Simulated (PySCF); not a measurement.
## Unknowns

[PySCF: GFN2-xTB structure; NMR shieldings at PBE0/pcSseg-1/GIAO; in vacuum; relativity neglected; fast rotation and ring inversion assumed for equivalent nuclei; one computed conformer]

References, each an isolated molecule treated in the same way: ¹H (σref 31.72) and ¹³C (σref 186.93) against TMS. Where no couplings were computed, multiplicities follow the n + 1 count of equivalent neighbours, and m marks all less simple cases (inequivalent or close neighbours, rings, F or P nearby). Acid and N–H amide carbonyl carbons lie up to 10 ppm further downfield in solution (hydrogen bonding). Shifts are as computed. Against solution values, carbons near 30 ppm lie about +3 ppm off and those near 130 ppm about +5 ppm. Of 1309 compounds with measured shifts, 239 miss one by over three times the rms of a fit or turn the order of signals round; such compounds aren't used in these exercises. Groups on amide-type nitrogens are kept apart (slow C–N rotation). OH and NH positions are gas-phase values without hydrogen bonding to other molecules.

Problem. C$_{5}$H$_{9}$NOSi. ¹H NMR (500 MHz, computed): δ 6.49 (d, 1H), 5.63 (m, 1H), 5.23 (s, 2H), 4.64 (m, 2H), 2.42 (s, 3H). ¹³C{¹H} NMR (computed): δ 243.7, 147.7, 116.4, 60.1, 40.1. Identify the compound.

Solution. SMILES C1=CN([SiH2]C(C)=O)C1. Rings plus π bonds: 3 (1 ring in the answer). 5 carbon signals for 5 carbons: no two carbons are equivalent. Carbon types of the structure: 1 × C, 2 × CH, 1 × CH2, 1 × CH3, leaving 2 H on heteroatoms. δC 243.7: carbonyl carbon. δC 147.7: alkene carbon bearing nitrogen; an sp2 carbon further deshielded by the attached heteroatom. δC 116.4: β carbon of an enol-ether or enamine type C=C. δC 60.1: allylic sp3 CH2 bonded to N; deshielded by the electronegative neighbour.

The shifts were computed for this structure.

Problem. C$_{5}$H$_{9}$NOSi. ¹H NMR (500 MHz, computed): δ 7.23 (d, 1H), 5.48 (br, 1H), 5.09 (m, 1H), 4.62 (br, 1H), 1.81 (m, 1H), 1.66 (m, 1H), 0.46 (d, 3H). ¹³C{¹H} NMR (computed): δ 164.0 (C), 158.8 (C), 156.3 (CH), 20.6 (CH2), -2.6 (CH3). Give a structure.

Solution. `InChI=1S/C5H9NOSi/c1-8-2-4(3-8)5(6)7/h2,8H,3H2,1H3,(H2,6,7)/t8-/m0/s1`. Rings plus π bonds: 3 (1 ring in the answer). 5 carbon signals for 5 carbons: no two carbons are equivalent. Carbon types of the structure: 2 × C, 1 × CH, 1 × CH2, 1 × CH3, leaving 3 H on heteroatoms. δC 164.0: amide carbonyl carbon; it is a carbonyl in resonance with an O or N lone pair, the region of acids, esters and amides. δC 158.8: α carbon of a C=C–C=O unit; an sp2 carbon of a C=C bond. δC 156.3: β carbon of a C=C–C=O unit; conjugation with the carbonyl draws π density from the β position. δH 5.48, 4.62: hydrogen on an amide-type nitrogen; exchangeable; this is the value without hydrogen bonding to other molecules.

The shifts were computed for this structure.
